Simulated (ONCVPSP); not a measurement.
# What one change does to a pseudopotential (zinc, ONCV)

zinc, optimised norm-conserving Vanderbilt (ONCV), made with ONCVPSP 4.0.1 (PBEsol, scalar-relativistic). Core [Ne] 3s2, reference 3p6 3d10 4s2. Waves: 4s: rc 2.15 bohr, ncon 4, nbas 7, qcut 3.3 1/bohr, 1 projector; 3p: rc 0.85 bohr, ncon 4, nbas 8, qcut 15 1/bohr, 1 projector; 3d: rc 1.50 bohr, ncon 3, nbas 7, qcut 10.5 1/bohr, 2 projectors, debl 3.1 Ha; f scattering state at 0.25 Ha: rc 2.35 bohr, ncon 4, nbas 7, qcut 4.1 1/bohr, 2 projectors, debl 1.2 Ha. Local part: polynomial inside 0.85 bohr (lpopt 5, dvloc0 6 Ha). Core correction: Teter function, fcfact 1.75, rcfact 1.1.

Change: d: qcut 7.5.

Cutoffs: the cutoffs (Ha) at which the residual kinetic energy of the hardest occupied pseudo-wave falls to 1 and 0.1 mHa per electron; they do not see the model core or the augmentation charge, which bear on the density cutoff. Errors are all-electron minus pseudo energies relative to the spin-unpolarised reference configuration.

**Question.** What does the change do?

**Answer.** Both files keep a bound ghost (s); of the 4 tests that both files solve, the error grows in 2 and shrinks in 2 by more than 15 % and 0.3 meV (median size 34.3 → 47.2 meV).

| quantity | base | changed |
| --- | --- | --- |
| cutoffs, loose and tight | 49 Ha, 87 Ha | not determined |
| bound ghosts | s | s |
| GHOST(+) flags under 300 eV | f at 71.6 eV | f at 71.6 eV |
| error for 3p6 3d10 4s1, meV [ΔE 9.90 eV] | -1.7 | +1.2 |
| error for 3p6 3d10 4s0, meV [ΔE 28.25 eV] | -13 | +2.1 |
| error for 3p6 3d9 4s0, meV [ΔE 68.76 eV] | +56 | +92 |
| error for 3p5 3d10 4s2, meV [ΔE 91.89 eV] | -438 | -773 |
| s: phases at 2.19 bohr within 0.05 rad from the reference energy up to (Ha; the scan ends near 5) | n/a | n/a |
| p: phases at 0.87 bohr within 0.05 rad from the reference energy up to (Ha; the scan ends near 5) | to the end of the scan | to the end of the scan |
| d: phases at 1.52 bohr within 0.05 rad from the reference energy up to (Ha; the scan ends near 5) | to the end of the scan | to the end of the scan |
| f: phases at 2.39 bohr within 0.05 rad from the reference energy up to (Ha; the scan ends near 5) | 2.4 | 2.4 |
| rms error of d²Exc/dni dnj with the model core, mHa | 2.92 | 4.02 |

 A true bound ghost makes a file unfit for plane-wave use even where its test errors are small: the radial tests pick states by their node count and pass the ghost by.
